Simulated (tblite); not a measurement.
Run record: tight-binding relaxation, `C=C(C)[Si@@](F)(Br)C(F)(F)F`.

Computed with GFN2-xTB geometry optimisation, gas phase (tblite 0.8.0). Start geometry: from a force field or distance geometry. The input is one job of a driver script: a line of settings, then coordinates in Å.

Command:
```bash
OMP_NUM_THREADS=1 python probes_run.py task.json out
```

Input:
```
{"job": {"kind": "relax", "xc": "GFN2-xTB", "basis": "xTB"}, "charge": 0, "multiplicity": 1}
C     -1.398400     0.920900    -1.098600
C     -0.858300     0.199600    -0.145900
C     -1.446300    -1.054600     0.410400
Si     0.762500     0.734100     0.590400
F      0.949900     2.377800     0.344300
Br     0.717600     0.299800     2.807300
C      2.080300    -0.279000    -0.237200
F      3.215600    -0.468400     0.526500
F      2.439700     0.351800    -1.404200
F      1.583100    -1.527200    -0.600300
H     -0.842900     1.819600    -1.395800
H     -2.358000     0.662500    -1.568300
H     -1.774000    -0.808800     1.462200
H     -2.363000    -1.363900    -0.166000
H     -0.712300    -1.856400     0.453400
```

Output:
```
step      E/eV     max force
  0    -977.00665    2.957
  1    -977.28835    1.060
  2    -977.36127    1.061
  3    -977.40341    0.545
  4    -977.42650    0.364
  5    -977.43727    0.381
  6    -977.46003    0.469
  7    -977.47394    0.333
  8    -977.48361    0.181
  9    -977.48858    0.149
... (104 lines left out)
114    -977.53766    0.020
115    -977.53770    0.021
116    -977.53777    0.022
117    -977.53782    0.021
118    -977.53792    0.023
119    -977.53799    0.024
120    -977.53804    0.021
121    -977.53807    0.017
122    -977.53808    0.010
123    -977.53809    0.008
```

«max force» is the largest atomic force in eV/Å.

**Question.** From which step on does the largest force stay under 0.1 eV/Å, and how much energy is left to gain from there?

**Answer.** From step 31 (0.056 eV/Å), 15.3 meV above the end.

Summary of the converged run: energy lowered by 12.3 kcal/mol over 123 steps; largest atomic force 0.008 eV/Å at the end.

**Question.** Where do the atoms end?

**Answer.** 0.353 Å rms from the input after alignment:
```
atom  x, y, z in Å
C1    -1.5341    1.0596   -0.9974
C2    -0.9203    0.2435   -0.1457
C3    -1.4970   -1.0830    0.2547
Si4    0.7246    0.7222    0.6171
F5     1.1577    2.2225    0.2603
Br6    0.8116    0.5356    2.7940
C7     2.1650   -0.3435   -0.1347
F8     3.3701   -0.0647    0.3854
F9     2.2677   -0.1633   -1.4639
F10    1.9684   -1.6657    0.0471
H11   -1.1232    2.0143   -1.2784
H12   -2.4788    0.7947   -1.4443
H13   -1.6710   -1.1132    1.3303
H14   -2.4387   -1.2611   -0.2577
H15   -0.8064   -1.8900    0.0116
```

**Question.** How long does this job take on one thread of an Intel Xeon at 2.50 GHz, shared host with 64 logical CPUs at a one-minute load of 59?

**Answer.** About 3.8 s.
Labels such as C1 count atoms from 1, the log's own numbers from 0.
